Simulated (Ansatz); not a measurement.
Stretching the Ge1–H4 bond in GeH4O2 (SMILES [OH][GeH2][OH]) (multiplicity 1 held, fragments rigid). Energies count from the point at 1.534 Å.
Geometry at that point (charge 0, multiplicity 1):
```xyz
7

Ge     0.3388    -0.0657     0.0076
O     -0.4294     1.4326     0.6050
O     -0.9067    -1.1736    -0.6349
H      1.0267    -0.6379     1.2533
H      1.2437     0.1980    -1.2024
H     -0.8834     1.9237    -0.0877
H     -1.5407    -1.4539     0.0334
```

Signs of static correlation in cc-pVDZ, with CASSCF(2,2), from Ansatz (an electronic-structure program) runs.

```csv
R (Å),T1 of restricted CCSD,⟨S²⟩ of UHF,largest double amplitude of restricted CCSD,weight of the CASSCF reference in MRCISD,CASSCF natural occupations
1.227,0.013,0.000,0.024,0.894,1.99 0.01
1.380,0.013,0.000,0.027,0.894,1.99 0.01
1.534,0.013,0.000,0.035,0.894,1.98 0.02
1.687,0.013,0.000,0.053,0.894,1.97 0.03
1.840,0.014,0.000,0.083,0.894,1.96 0.04
2.071,0.014,0.000,0.132,0.894,1.92 0.08
2.301,0.016,0.310,(withheld),0.894,1.87 0.13
2.684,0.020,0.753,0.301,0.894,1.74 0.26
3.067,0.029,0.913,(withheld),0.894,1.55 0.45
3.528,0.040,0.978,0.599,0.895,1.34 0.66
4.141,0.051,1.000,0.770,0.895,1.15 0.85
4.908,0.055,1.004,0.880,0.895,1.05 0.95
```

### Question
What belongs in the gaps?

### Answer

- 2.301, largest double amplitude of restricted CCSD: 0.188
- 3.067, largest double amplitude of restricted CCSD: 0.434

Doubts at one or more of the structures used: a restricted determinant that unrestricted orbitals would lower (R-CCSD(T)/cc-pVDZ); other coupled-cluster roots lie near (R-CCSD(T)/cc-pVDZ); T1 above 0.05 (R-CCSD(T)/cc-pVDZ, U-CCSD(T)/cc-pVDZ); a spin-contaminated determinant (U-CCSD(T)/cc-pVDZ).
